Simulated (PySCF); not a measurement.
C₂H₉NSi₂.
Bonds: C1–C2 (double), C2–Si3, Si3–N4, N4–Si5. Hydrogens: H6, H7 on C1; H8 on C2; H9, H10 on Si3; H11 on N4; H12, H13, H14 on Si5.

Computed by this run: PBE0-D3(BJ)/def2-SVP geometry optimisation, gas phase in PySCF 2.14.0; density fitting, grid level 1; the optimiser is geomeTRIC in internal coordinates, started from a GFN2-xTB structure with every atom displaced at random (about 0.01 Å).

Step 0: E = -19447.5498 eV
```
atom  x, y, z in Å  |  force x, y, z in eV/Å
C1     -2.4997   -0.3798    0.1177   -1.405   0.588  -0.614
C2     -1.8820    0.2780   -0.8545    1.041  -0.014  -0.164
Si3    -0.0263    0.4221   -1.0310    0.092  -0.081   1.212
N4      0.7380    0.0244    0.5011   -2.366   0.447   0.318
Si5     2.3655   -0.2790    0.8696    0.052   0.412   0.637
H6     -3.6011   -0.4146    0.1530    0.215  -0.105   0.077
H7     -1.9811   -0.8501    0.9131    0.711  -0.703   0.980
H8     -2.4468    0.7598   -1.6371   -0.598   0.246  -0.414
H9      0.3255    1.8036   -1.4174   -0.013   0.348  -0.351
H10     0.5139   -0.5324   -1.9933    0.215  -0.312  -0.666
H11     0.1139    0.2241    1.3099    0.705  -0.106  -0.719
H12     3.1772    0.9545    0.7963    0.452   0.209   0.008
H13     2.8363   -1.2476   -0.0873    0.619  -0.726  -0.615
H14     2.3582   -0.7780    2.2594    0.279  -0.202   0.310
```

Step 1: E = -19447.7636 eV
```
atom  x, y, z in Å  |  force x, y, z in eV/Å
C1     -2.5105   -0.4054    0.0884    0.213  -0.113   0.272
C2     -1.8897    0.2806   -0.8760   -0.031   0.040  -0.137
Si3    -0.0330    0.4541   -0.9924   -0.170  -0.005  -0.101
N4      0.6542    0.0715    0.5650    0.309   0.006  -0.191
Si5     2.3263   -0.3080    0.8960    0.123  -0.035   0.014
H6     -3.5971   -0.5065    0.1363   -0.126   0.013  -0.027
H7     -1.9455   -0.9054    0.8926   -0.084   0.086  -0.173
H8     -2.5031    0.7579   -1.6550    0.018  -0.035   0.050
H9      0.2737    1.8365   -1.4929    0.015   0.002   0.077
H10     0.5344   -0.4857   -2.0098    0.067  -0.018   0.082
H11     0.1671    0.4964    1.3469   -0.119   0.067   0.118
H12     3.2648    0.8617    0.7997   -0.074   0.004   0.005
H13     2.8146   -1.3233   -0.0880   -0.103   0.014   0.025
H14     2.4352   -0.8394    2.2886   -0.036  -0.026  -0.014
```

Step 2: E = -19447.7747 eV
```
atom  x, y, z in Å  |  force x, y, z in eV/Å
C1     -2.4754   -0.4141    0.1059   -0.076   0.001   0.016
C2     -1.8971    0.2778   -0.8819    0.080  -0.021  -0.014
Si3    -0.0439    0.4767   -1.0207    0.023  -0.058  -0.077
N4      0.6706    0.1010    0.5258    0.032   0.136   0.090
Si5     2.3199   -0.3184    0.9088   -0.004  -0.045  -0.091
H6     -3.5635   -0.5274    0.1755    0.008  -0.013   0.018
H7     -1.8827   -0.9034    0.8888   -0.007   0.022  -0.031
H8     -2.5358    0.7402   -1.6470   -0.009  -0.011   0.031
H9      0.2509    1.8642   -1.5104   -0.015   0.011   0.034
H10     0.5435   -0.4630   -2.0253    0.027  -0.001   0.007
H11     0.1721    0.5262    1.3060   -0.019  -0.003   0.000
H12     3.2804    0.8318    0.8389   -0.018   0.002   0.016
H13     2.7873   -1.3479   -0.0659   -0.010  -0.010   0.004
H14     2.3652   -0.8587    2.3011   -0.012  -0.010  -0.005
```

Step 3: E = -19447.7797 eV
```
atom  x, y, z in Å  |  force x, y, z in eV/Å
C1     -2.4755   -0.4200    0.1059   -0.035   0.027  -0.053
C2     -1.8893    0.2632   -0.8847   -0.027  -0.022  -0.006
Si3    -0.0380    0.4880   -1.0164    0.014  -0.080   0.024
N4      0.6714    0.1318    0.5364   -0.067   0.163   0.132
Si5     2.3141   -0.3207    0.8990   -0.065  -0.059  -0.018
H6     -3.5637   -0.5448    0.1750    0.060   0.022  -0.024
H7     -1.8826   -0.8944    0.8930    0.043  -0.037   0.075
H8     -2.5299    0.7115   -1.6546   -0.021   0.020  -0.028
H9      0.2463    1.8788   -1.5007   -0.038   0.010  -0.006
H10     0.5822   -0.4535   -1.9992   -0.001   0.016  -0.023
H11     0.1730    0.5612    1.3173    0.061  -0.045  -0.079
H12     3.2908    0.8133    0.8242    0.022   0.000   0.012
H13     2.7374   -1.3598   -0.0837    0.031  -0.009  -0.011
H14     2.3554   -0.8697    2.2879    0.022  -0.007   0.006
```

Problem. Estimate the geometry and energy of step 4. (The exact step hangs on the optimiser's Hessian estimate; all steps are aligned on step 3, rigid shifts and turns removed.)

Solution. E = -19447.7854 eV, largest force 0.161 eV/Å
```
atom  x, y, z in Å  |  force x, y, z in eV/Å
C1     -2.4471   -0.4310    0.1109   -0.089   0.058  -0.121
C2     -1.8836    0.2470   -0.8965    0.011  -0.031   0.041
Si3    -0.0372    0.5103   -1.0160    0.019  -0.046   0.054
N4      0.6673    0.1833    0.5462   -0.077   0.121   0.034
Si5     2.2935   -0.3318    0.8937   -0.083  -0.065   0.045
H6     -3.5319   -0.5761    0.1806    0.034  -0.004   0.016
H7     -1.8407   -0.8749    0.9050    0.046  -0.042   0.076
H8     -2.5370    0.6696   -1.6702   -0.012   0.004  -0.027
H9      0.2176    1.9053   -1.5029   -0.025   0.007  -0.024
H10     0.6198   -0.4274   -1.9785   -0.010   0.027  -0.030
H11     0.1731    0.6202    1.3241    0.074  -0.026  -0.057
H12     3.3091    0.7668    0.8210    0.037  -0.004   0.003
H13     2.6654   -1.3836   -0.0963    0.043   0.004  -0.017
H14     2.3232   -0.8928    2.2784    0.033  -0.003   0.008
```

The energy changes by -0.0056 eV. The first-order estimate −F·Δx gives -0.0077 eV and the mean of the old and new forces, exact on a quadratic surface, -0.0056 eV. The step makes an angle of 82° with the force vector and moves no atom by more than 0.077 Å.

The cost below is that of the whole optimisation. The run took 2.7 min wall on Arm Neoverse N1, one thread, no GPU, on a shared host, and the process peaked at 0.52 GiB of memory.
